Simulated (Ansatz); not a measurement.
## Energy profile

The step: AlF₃ ([F][Al]([F])[F]) + H₂ → AlHF₂ ([F][AlH][F]) + HF (still joined by a long Al–F bond); bonds formed: Al1–H6, F2–H5; bonds broken: H5–H6; bonds weakened to dative contacts: Al1–F2 (atoms numbered as in the saddle structure below).

Al1  (0.024, -0.501, 0.138)
F2  (-0.911, 1.107, -0.135)
F3  (-0.456, -1.616, -0.959)
F4  (0.077, -0.850, 1.735)
H5  (0.107, 1.262, -0.380)
H6  (1.159, 0.598, -0.399)
(Å)

Electronic energies by CCSD(T) at an estimated basis limit (MP2 extrapolated from triple and quadruple zeta, plus CCSD(T) − MP2 in triple zeta), on PBE0-D4/def2-TZVP structures; AlH2F3, singlet; no counterpoise correction. Program: Ansatz 0.2.0. Basis: def2-TZVPP and def2-QZVPP. Cores are frozen in the correlated methods. Extrapolation: Hartree–Fock as exp(−7.88 √X), correlation as X^−2.97.

Task: Give the profile in kJ/mol, counted from the separated reactants. (An estimate is asked for; the value comes from the calculation.)

Result: The calculation gives:
| point | kJ/mol |
| --- | --- |
| separated: AlF3 (linked as [F][Al]([F])[F]; Al1, F2, F3, F4; singlet) + H2 (H5, H6; singlet) | 0.0 |
| start structure | -20.2 |
| saddle | 127.0 |
| end structure | 100.4 |
| separated: AlHF2 (linked as [F][AlH][F]; Al1, F3, F4, H6; singlet) + HF (F2, H5; singlet) | 149.7 |

T1 diagnostic: at most 0.013.

For scale, one of the runs: CCSD(T)/def2-TZVPP, 163 basis functions, launched by `ansatz run in.yaml --threads 2 --pin off --events-out ev --progress --plain --max-ram 4352MiB`. Time: 13 s of wall clock on 2 CPU threads of an Intel Xeon 6975P-C; the host was shared. Peak host memory: 1.4 GiB.
